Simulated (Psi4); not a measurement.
C2H5BeCl (SMILES C[CH2][Be][Cl]), singlet, at a GFN2-xTB geometry (such geometries of metal compounds can be far from the true shape); PBE/6-31G, TDA in Psi4.

Input for Psi4:
```
memory 2 GB

molecule mol {
0 1
Be    0.127651   -0.099846    0.344343
Cl    0.957086    1.103020    1.322246
C    -0.695519   -1.287869   -0.630088
C    -1.175765   -0.790664   -2.008266
H    -1.577388   -1.701058   -0.132221
H    -0.080370   -2.171307   -0.823530
H    -0.341623   -0.448463   -2.614912
H    -1.876456    0.033664   -1.906141
H    -1.677520   -1.593598   -2.548628
symmetry c1
}

set {
  basis 6-31g
  reference rks
  puream true
  save_jk true
  tdscf_states [5]
  tdscf_tda true
  d_convergence 1e-8
}

energy('td-pbe')
print_variables()
```

What does Psi4 print? Leave out banner, timings and long lists.


```
   => Loading Basis Set <=

    Name: 6-31G
    Role: ORBITAL
    Keyword: BASIS

         ---------------------------------------------------------
                                   SCF
               by Justin Turney, Rob Parrish, Andy Simmonett
                          and Daniel G. A. Smith
                              RKS Reference
         ---------------------------------------------------------

  ==> Geometry <==

    Molecular point group: c1
    Full point group: C1

    Geometry (in Angstrom), charge = 0, multiplicity = 1:

       Center              X                  Y                   Z               Mass
    ------------   -----------------  -----------------  -----------------  -----------------
         BE           0.037725241973    -0.193002988676     0.212978889689     9.012183065000
         CL           0.867160241973     1.009863011324     1.190881889689    34.968852682000
         C           -0.785444758027    -1.381025988676    -0.761452110311    12.000000000000
         C           -1.265690758027    -0.883820988676    -2.139630110311    12.000000000000
         H           -1.667313758027    -1.794214988676    -0.263585110311     1.007825032230
         H           -0.170295758027    -2.264463988676    -0.954894110311     1.007825032230
         H           -0.431548758027    -0.541619988676    -2.746276110311     1.007825032230
         H           -1.966381758027    -0.059492988676    -2.037505110311     1.007825032230
         H           -1.767445758027    -1.686754988676    -2.679992110311     1.007825032230

  Running in c1 symmetry.

  Rotational constants: A =      0.87681  B =      0.06520  C =      0.06204 [cm^-1]
  Rotational constants: A =  26286.19569  B =   1954.61425  C =   1860.02757 [MHz]
  Nuclear repulsion =  110.662574770194411

  Charge       = 0
  Multiplicity = 1
  Electrons    = 38
  Nalpha       = 19
  Nbeta        = 19

  ==> Algorithm <==

  SCF Algorithm Type is DF.
  DIIS enabled.
  MOM disabled.
  Fractional occupation disabled.
  Guess Type is SAD.
  Energy threshold   = 1.00e-06
  Density threshold  = 1.00e-08
  Integral threshold = 1.00e-12

  ==> Primary Basis <==

  Basis Set: 6-31G
    Blend: 6-31G
    Number of shells: 32
    Number of basis functions: 50
    Number of Cartesian functions: 50
    Spherical Harmonics?: true
    Max angular momentum: 1

  ==> DFT Potential <==

   => LibXC <=

    Version 7.1.2
[...]
  @DF-RKS Final Energy:  -553.84316407142580
    Total Energy =                       -553.8431640714258037
[...]
     2        A->A (1 A)       0.24083         6.55329        -553.60234       0.0485          0.0180          0.0000          0.0000
     3        A->A (1 A)       0.27272         7.42113        -553.57044       0.0638          0.0817         -0.0000         -0.0000
     4        A->A (1 A)       0.27458         7.47176        -553.56858       0.0000          0.0020          0.0000          0.0000
     5        A->A (1 A)       0.28136         7.65613        -553.56181       0.0078          0.0037         -0.0000         -0.0000

Contributing excitations
Only contributions with abs(coeff) > 1.00e-01 will be printed:

Excited State    1 (1 A):   0.23810 au   191.36 nm f = 0.0632
  Sums of squares: Xssq =  1.000000e+00
     19a  ->  20a    -0.986465 (97.311%)

Excited State    2 (1 A):   0.24083 au   189.19 nm f = 0.0485
  Sums of squares: Xssq =  1.000000e+00
     19a  ->  21a     0.987940 (97.602%)

Excited State    3 (1 A):   0.27272 au   167.07 nm f = 0.0638
  Sums of squares: Xssq =  1.000000e+00
     17a  ->  20a    -0.103963 ( 1.081%)
     18a  ->  21a    -0.316934 (10.045%)
     19a  ->  22a    -0.924228 (85.420%)

Excited State    4 (1 A):   0.27458 au   165.94 nm f = 0.0000
  Sums of squares: Xssq =  1.000000e+00
     17a  ->  21a     0.115069 ( 1.324%)
     18a  ->  20a    -0.991331 (98.274%)

Excited State    5 (1 A):   0.28136 au   161.94 nm f = 0.0078
  Sums of squares: Xssq =  1.000000e+00
     16a  ->  21a     0.228889 ( 5.239%)
     17a  ->  20a    -0.654171 (42.794%)
     18a  ->  21a     0.700596 (49.083%)
     19a  ->  22a    -0.145124 ( 2.106%)

******************************************************************************************
**********                               WARNING                                **********
**********       The names of excited state variables changed between 1.5       **********
**********     and 1.6. For a quick solution, remove the symmetry specifier     **********
**********   from the variable name. For full details, see 'Notes on Psivars'   **********
**********                        in the documentation.                         **********
******************************************************************************************

  Variable Map:
  ----------------------------------------------------------------------------
[...]
  Array Variable Map:
  ----------------------------------------------------------------------------
[...]
[...]
```
